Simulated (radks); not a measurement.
Problem. Ionisation of the caesium ion Cs2+, [Kr] 4d10 5s2 5p5, to [Kr] 4d10 5s2 5p4 as the strength of local exchange is varied. Calculated with a radial shooting solver on a logarithmic mesh with Libxc functionals: scalar-relativistic Kohn-Sham, Slater X-alpha exchange (alpha = 2/3 is LDA exchange), no correlation, spin-polarised, spherical densities, point nucleus; open shells are filled with parallel spins first (spin-orbit coupling, left out, can overturn this in heavy ions).

alpha  E(Cs2+) (hartree)  exchange (hartree)  IE (eV)  -e of the level emptied (eV)  <r> of it (bohr)
0.574         -7749.5420           -154.5932   30.798                   25.796 (5p)             2.029
0.809         -7813.2515           -219.5413   34.143                   29.112 (5p)             1.956
0.925         -7844.8777           -251.9549   35.859                   30.821 (5p)             1.923
0.966         -7856.0840           -263.4673   36.476                   31.436 (5p)             1.911
0.992         -7863.1981           -270.7830   36.870                   31.829 (5p)             1.904
?             -7774.6969           -180.1812   32.101                   27.085 (5p)             1.999

Which alpha was used in the last row?

Solution. alpha = 0.667. NIST Atomic Spectra Database: 33.195 eV (semi-empirical). The Delta-SCF value meets it near alpha = 0.74. Open shells are spherical and high-spin; term and fine-structure splittings are not resolved. Spin-orbit splitting is averaged out at the scalar-relativistic level.
